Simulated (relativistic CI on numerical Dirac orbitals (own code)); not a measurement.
**d6 in a ligand field**

Computed with a parametric ligand-field model of a d^n configuration (Racah B and C, spin-orbit zeta, crystal field), exact diagonalisation.

Field parameters in Wybourne normalisation: D3d B²₀ = −7Dσ, B⁴₀ = −14Dq − 21Dτ, B⁴₃ = −14√(10/7) Dq; Oh B⁴₀ = 21Dq, B⁴₄ = √(5/14) B⁴₀. The field is a parameter set, without covalency.

Task: Ground term and bands for B = 530, C = 2060, ζ = 0 cm⁻¹, Oh, 10Dq = 4100 cm⁻¹?

Result: Ground term 5T2 with 2.00 electrons in the two orbitals of the cubic e set. Spin-allowed: 5E 4100 cm⁻¹ (2439 nm). Lowest spin-forbidden: 3T1 7479 cm⁻¹ (1337 nm), 1A1 8908 cm⁻¹ (1123 nm), 3T2 9229 cm⁻¹ (1084 nm).

Task: Ground term and bands for B = 300, C = 1480, ζ = 0 cm⁻¹, Oh, 10Dq = 6000 cm⁻¹?

Result: Ground term 5T2 with 2.00 electrons in the two orbitals of the cubic e set. Spin-allowed: 5E 6000 cm⁻¹ (1667 nm). Lowest spin-forbidden: 1A1 296 cm⁻¹, 3T1 2275 cm⁻¹, 3T2 3917 cm⁻¹ (2553 nm).

Task: Ground term and bands for B = 450, C = 1750, ζ = 0 cm⁻¹, Oh, 10Dq = 31850 cm⁻¹?

Result: Ground term 1A1 with 0.01 electrons in the two orbitals of the cubic e set. Spin-allowed: 1T1 30473 cm⁻¹ (328 nm), 1T2 37115 cm⁻¹ (269 nm), 1T2 61743 cm⁻¹ (162 nm), 1E 61975 cm⁻¹ (161 nm). Lowest spin-forbidden: 3T1 26802 cm⁻¹ (373 nm), 3T2 30121 cm⁻¹ (332 nm), 5T2 47997 cm⁻¹ (208 nm).

Task: Ground term and bands for B = 590, C = 2440, ζ = 0 cm⁻¹, D3d, 10Dq = 32100, Dσ = 780, Dτ = 100 cm⁻¹?

Result: Ground term 1A1 with 0.02 electrons in the two orbitals of the cubic e set. Spin-allowed: 1A2 29768 cm⁻¹ (336 nm), 1E 30946 cm⁻¹ (323 nm), 1A1 38579 cm⁻¹ (259 nm), 1E 39679 cm⁻¹ (252 nm). Lowest spin-forbidden: 3A2 24628 cm⁻¹ (406 nm), 3E 25650 cm⁻¹ (390 nm), 3A1 29025 cm⁻¹ (345 nm).

Task: Ground term and bands for B = 740, C = 3710, ζ = 0 cm⁻¹, Oh, 10Dq = 3250 cm⁻¹?

Result: Ground term 5T2 with 2.00 electrons in the two orbitals of the cubic e set. Spin-allowed: 5E 3250 cm⁻¹ (3077 nm). Lowest spin-forbidden: 3T1 16189 cm⁻¹ (618 nm), 3T2 17457 cm⁻¹ (573 nm), 3T1 18685 cm⁻¹ (535 nm).
